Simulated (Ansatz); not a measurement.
A geometry relaxed with Ansatz (a first-principles code) with PBE0-D3(BJ)/def2-TZVP, charge 0, multiplicity 1:

```xyz
7

C      0.5720     0.6202     0.2952
C     -0.5868    -1.3239     0.1546
H     -1.5322    -0.8526     0.4352
C      0.7426     1.7971     0.4871
H     -0.5806    -2.3911    -0.0519
H      0.8783     2.8373     0.6597
N      0.5067    -0.6870     0.0571
```

Question: Write the SMILES of this molecule.

Answer: `C#CN=C`
